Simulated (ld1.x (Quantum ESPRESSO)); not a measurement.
## O (Z = 8): excitation energies, all-electron against PAW

* Element: oxygen
* Generator: ld1.x (Quantum ESPRESSO) 7.5
* Type: PAW
* Functional: LDA (PZ)
* Relativity: scalar-relativistic
* Frozen core: [He]
* Valence charge: 6
* Reference configuration: 2s2 2p4
* Partial waves: 2s (bound): rcut 0.90, rcutus 1.00 bohr; 2s channel at -1.4 Ry: rcut 0.90, rcutus 1.00 bohr; 2p (bound): rcut 1.05, rcutus 1.45 bohr; 2p channel at 0.25 Ry: rcut 1.05, rcutus 1.45 bohr
* Local potential: all-electron potential smoothed inside 1.10 bohr (lloc = -1)
* Core correction: Bessel-smoothed model core, default radius (core density twice the valence density)
* Augmentation charge: PSQ, inside the norm-conserving radii

Energies are relative to the spin-unpolarised reference configuration 2s2 2p4; without spin polarisation the order of configurations can differ from experiment. Spin-polarised rows fill each open shell by Hund’s rule, majority spin first.

(1) Give the all-electron excitation energy and the error of the potential for: 2s2 2p3; 2s2 2p2; 2s2 2p1; 2s2 2p4.3; 2s1 2p5; 2s1 2p4; 2s0 2p6; 2s2 2p4 (spin-polarised); 2s2 2p3 (spin-polarised).

Answers

(1)

```csv
valence configuration,charge,ΔE all-electron (eV),error AE − PS (meV)
2s2 2p3,+1,16.584,-0.7
2s2 2p2,+2,50.292,-1.1
2s2 2p1,+3,104.255,+1.6
2s2 2p4.3,-0.3,-2.174,+0.2
2s1 2p5,0,14.584,-0.6
2s1 2p4,+1,31.422,-1.6
2s0 2p6,0,29.228,-2.2
2s2 2p4 (spin-polarised),0,-1.409,-1.2
2s2 2p3 (spin-polarised),+1,12.572,-3.9
```
